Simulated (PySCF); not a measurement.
Input file for PySCF: U-B3LYP/LANL2DZ on BrHSi (SMILES [SiH]Br), a point of a bond scan (R = 3.505 Å).

```python
from pyscf import gto, scf, dft, mp
from pyscf.data.elements import chemcore

mol = gto.M(
    atom='''
    Si   -0.89669569   -0.76104712    1.06218335
    H    -3.18708116   -1.83800280   -1.36297331
    Br    0.41275014    0.33954138   -0.42509526
    ''',
    basis='lanl2dz',
    ecp={'Br': 'lanl2dz', 'Si': 'lanl2dz'},
    charge=0, spin=0, verbose=3, max_memory=1800)
mf = dft.UKS(mol, xc='b3lyp')
mf.conv_tol = 1e-8
mf.max_cycle = 100
mf.init_guess_breaksym = True
mf.kernel()
if not mf.converged:
    mf = mf.newton().run(mf.mo_coeff, mf.mo_occ)
for _ in range(4):
    mo, _, stable, _ = mf.stability(return_status=True)
    if stable:
        break
    mf.kernel(mf.make_rdm1(mo, mf.mo_occ))
```

Program output:

```
converged SCF energy = -17.4710805463442  <S^2> = 1.9587887e-10  2S+1 = 1
<class 'pyscf.dft.uks.UKS'> wavefunction has an internal instability
converged SCF energy = -17.502606912504  <S^2> = 0.91487106  2S+1 = 2.1585838
<class 'pyscf.dft.uks.UKS'> wavefunction is stable in the internal stability analysis
```

The calculation finished and met its thresholds. Its determinant has ⟨S²⟩ = 0.91, a mixture of spin states.

Cost: about 8 core-seconds (a rough figure).
